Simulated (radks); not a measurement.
Values are calculated unless marked as measured or tabulated.
Problem. Coherent X-ray form factor from a spherical all-electron density. Level of theory: scalar-relativistic Kohn-Sham, LDA (Slater exchange, VWN5 correlation), spin-polarised, spherical densities, finite nucleus; Fermi nuclear charge, rms radius of each element as measured or else 0.836 A^(1/3) + 0.57 fm (a radial shooting solver on a logarithmic mesh with Libxc functionals).

sin(theta)/lambda (1/angstrom)  f0 (electrons)
0.05                                    28.923
0.1                                     28.696
0.15                                    28.324
0.2                                     27.819
0.25                                    27.196
0.3                                     26.471
0.4                                     24.785
0.5                                     22.902
0.6                                     20.943
0.8                                     17.136
1                                       13.813
1.25                                    10.590
1.5                                      8.390
2                                        6.108

The species is in the configuration that NIST lists as its ground one. Which atom or ion scatters so?

Solution. The ruthenium ion Ru15+, [Ar] 3d10 4s1. Extrapolating in s^2 from the first two rows gives f0(0) = 29.0, near the electron count 29; among species with that count, the fall with angle is slower the higher Z, and the table is that of Z = 44; from so few rows the species is fixed only to a neighbour or two.
